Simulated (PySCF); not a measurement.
Ligand exchange on a metal centre used in film growth or etching (Hf OH-H). All species are isolated molecules in the gas phase. One relaxed conformer stands for each flexible species; it need not be the lowest.

All values below come from PySCF 2.14.0 with TPSSh-D3(BJ)/def2-TZVP // r2SCAN-D4/def2-SVP. 

| species | LUMO (eV) | HOMO–LUMO gap (eV) | charge on the central atom (Mulliken) (e) | mean distance from the central atom to its bonded neighbours (Å) |
|---|---|---|---|---|
| 0 of 4 OH replaced by H | -0.11 | 7.36 | 1.64 | 1.936 |
| 1 of 4 OH replaced by H ([Hf(OH)3(H)]) | -0.03 | 7.04 | 1.38 | 1.911 |
| 2 of 4 OH replaced by H ([Hf(OH)2(H)2]) | -1.31 | 5.73 | 1.17 | 1.890 |
| 3 of 4 OH replaced by H ([Hf(OH)(H)3]) | -1.76 | 5.66 | 0.98 | 1.868 |
| 4 of 4 OH replaced by H ([Hf(H)4]) | -2.47 | 5.42 | 0.84 | 1.847 |
